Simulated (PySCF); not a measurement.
Isomers of C2H11FSi3, one GFN2-xTB conformer each. Single-point energies are computed at PBE0/pcSseg-1 (PySCF, gas phase, no added dispersion term), electronic only.

| SMILES | GFN2-xTB relative energy (kJ/mol) |
| --- | --- |
| C[Si]([SiH3])([SiH3])CF | 29.2 |
| C[C@H](F)[SiH2][SiH2][SiH3] | 0.0 |

Conformers: `[CH3:1][Si:2]([SiH3:3])([SiH3:4])[CH2:5][F:6]` with C1–Si2–C5–F6 179°; `[CH3:1][C@H:2]([F:3])[SiH2:4][SiH2:5][SiH3:6]` with C1–C2–Si4–Si5 78°, C2–Si4–Si5–Si6 -26°.

**Question.** What does PBE0/pcSseg-1 give for the same structures?

**Answer.** 
| SMILES | PBE0/pcSseg-1 E (Eh) | PBE0/pcSseg-1 (kJ/mol) | GFN2-xTB (kJ/mol) | point group |
| --- | --- | --- | --- | --- |
| C[Si]([SiH3])([SiH3])CF | -1050.52278 | 0.0 | 29.2 | near Cs |
| C[C@H](F)[SiH2][SiH2][SiH3] | -1050.51723 | 14.6 | 0.0 | C1 |

GFN2-xTB puts C[C@H](F)[SiH2][SiH2][SiH3] lowest instead. 

**Question.** Which frontier levels, dipoles and rotational constants go with these structures?

**Answer.** 
```
                     SMILES  HOMO (eV, PBE0/pcSseg-1)  LUMO (eV)  dipole (D)      A, B, C (MHz)
    C[Si]([SiH3])([SiH3])CF                     -8.10      -0.61        2.22   1512, 1266, 1067
C[C@H](F)[SiH2][SiH2][SiH3]                     -8.12      -0.61        1.48  2079, 1195, 924.7
```

**Question.** As an exercise, what shares would exp(−E/RT) give at 2000 K from these electronic energies alone (no entropy, no degeneracies)?

**Answer.** RT = 16.629 kJ/mol: C[Si]([SiH3])([SiH3])CF 70.6 %, C[C@H](F)[SiH2][SiH2][SiH3] 29.4 %.
